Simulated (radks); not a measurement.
Question: Neutral barium, [Xe] 6s2. All-electron calculation, non-relativistic Kohn-Sham, exchange-only B88, spin-polarised, spherical densities, point nucleus. Program: a radial shooting solver on a logarithmic mesh with Libxc functionals. Every spin shell is full or empty, so the densities are truly spherical. Functionals are evaluated on that one density, not self-consistently. Rank these exchange functionals by their error against the exact value of the orbitals, and give that value: LDA, B88, PBE, revPBE, RPBE, PW86, WC, AM05, SOGGA, B86b, EV93, TPSS, SCAN, r2SCAN, TASK.

Answer: Exact: -189.025 hartree. From best to worst, with 100 (|E| - |E exact|)/|E exact| (equal figures are ties): B86b -0.01, B88 +0.03, SCAN +0.13, r2SCAN -0.14, PW86 -0.23, RPBE -0.24, revPBE -0.29, TPSS -0.33, EV93 -0.37, PBE -0.42, WC -0.81, SOGGA -2.19, TASK -2.22, AM05 -4.35, LDA -4.65.
